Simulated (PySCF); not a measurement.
CH10N2Si3, SMILES N[Si@@]1([SiH3])NC[SiH2]1. Atoms are numbered in the order given.

```xyz
16

N      0.3834     1.5860     1.5582
Si     0.1702     0.3335     0.3929
Si     2.3186    -0.5459     0.0026
N     -1.0679    -0.8192     0.8223
C     -1.9758    -1.0508    -0.2996
Si    -1.3094     0.3555    -1.4376
H      1.2861     2.0098     1.7330
H     -0.3828     2.1886     1.8373
H      2.2401    -1.5859    -1.0713
H      2.8913    -1.1904     1.2294
H      3.2836     0.5107    -0.4471
H     -1.1227    -1.4348     1.6281
H     -3.0410    -0.9349    -0.0256
H     -1.8626    -2.0459    -0.7706
H     -2.2661     1.4988    -1.5837
H     -0.8910    -0.0837    -2.8060
```

Geometry optimised at PBE0-D3(BJ)/def2-SVP. The structure was generated by enumeration; whether it is a known compound was not checked. Other conformers were not sampled.

The numbers are results of PBE0/pcSseg-1 (PySCF), not measurements.

GIAO shieldings, no solvent; atoms listed in one row are averaged. δ = σ(ref) − σ: ¹⁵N against NH3 (σ = 267.4 ppm); ²⁹Si against TMS (σ = 352.7 ppm); ¹³C against TMS (σ = 186.3 ppm); ¹H against TMS (σ = 31.56 ppm), references at their B3LYP-D3(BJ)/def2-TZVP geometries, non-relativistic.

Computed chemical shifts:
```
nucleus         atoms  count  δ (ppm)
-------  ------------  -----  -------
¹⁵N                N4      1     63.0
¹⁵N                N1      1     45.4
²⁹Si              Si2      1     -2.3
²⁹Si              Si6      1    -35.0
²⁹Si              Si3      1   -113.0
¹³C                C5      1     31.8
¹H           H15, H16      2     4.71
¹H       H9, H10, H11      3     3.64
¹H           H13, H14      2     3.22
¹H                 H8      1     1.50
¹H                 H7      1     1.35
¹H                H12      1     1.17
```
